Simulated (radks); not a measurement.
Results of a calculation; reference values are marked as such.
Excited configurations of Br I: one electron is placed in a higher orbital outside [Ar] 3d10 4s2 4p4. The ground configuration is [Ar] 3d10 4s2 4p5. Level of theory: Dirac Kohn-Sham, PBEsol, spin-unpolarised, spherical densities, finite nucleus; open shells fill j = l - 1/2 first; Fermi nuclear charge, rms radius 4.1629 fm (a radial shooting solver on a logarithmic mesh with Libxc functionals). Excitation = E - E(ground); binding = E(ion) - E, where the ion is the core of charge +1; n* = 1/sqrt(2 binding) in atomic units, and the quantum defect is n - n*.

outer orbital  excitation (eV)  binding (eV)     n*  quantum defect  eigenvalue (eV)  <r> (bohr)
4d3/2                   10.497         1.847  2.714           1.286           -0.637       8.122
4f5/2                   11.444         0.899  3.889           0.111           -0.429       17.56
5s1/2                    8.570         3.774  1.899           3.101           -2.088       5.649
5d3/2                   11.127         1.217  3.344           1.656           -0.636       14.98
6p1/2                   11.025         1.318  3.212           2.788           -0.771       15.65
6d3/2                   11.563         0.781  4.175           1.825           -0.468       25.51
6f5/2                   11.897         0.447  5.519           0.481           -0.280       44.68
7s1/2                   11.334         1.010  3.671           3.329           -0.639       21.69
7p1/2                   11.523         0.820  4.073           2.927           -0.515       26.13

The Delta-SCF ionisation energy is 12.343 eV (NIST Atomic Spectra Database: 11.814 eV, measured). Self-interaction in the functional shifts the binding energies and quantum defects, so they are the method's values and not measured ones. Spin polarisation and multiplet splitting are left out, so open shells lie too high by an amount that depends on their filling.

Beside tabulated values, note that spin-unpolarised runs miss the spin-polarisation part of the exchange energy of open shells.
